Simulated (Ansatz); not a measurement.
Basis-set series for ClFH₃NOZr, SMILES `[NH2][Zr]([OH])([F])[Cl]`. Total charge 0; spin multiplicity 1. Zr: def2 effective core potential. All single points use the PBE0-D4/def2-TZVP geometry. It is one conformer, not always the lowest.

| functional | basis | functions | energy (Eh) | HOMO (eV) | LUMO (eV) |
| --- | --- | --- | --- | --- | --- |
| PBE0-D4 | def2-SVP | 106 | -738.43420 | -7.72 | -0.70 |
| PBE0-D4 | def2-QZVPP | 412 | -738.91691 | -7.90 | -0.89 |
| ωB97M-V | def2-SVP | 106 | -738.65504 | -10.02 | 0.79 |
| ωB97M-V | def2-QZVPP | 412 | -739.14164 | -10.23 | 0.33 |

(1) Give the rows for def2-TZVPP. (An estimate is asked.)

Answers

(1) The calculation gave: 
```csv
functional,basis,functions,energy (Eh),HOMO (eV),LUMO (eV)
PBE0-D4,def2-TZVPP,233,-738.88706,-7.87,-0.86
ωB97M-V,def2-TZVPP,233,-739.11333,-10.20,0.54
```

Positive LUMOs are unbound and depend on the basis.

Computed with Ansatz.
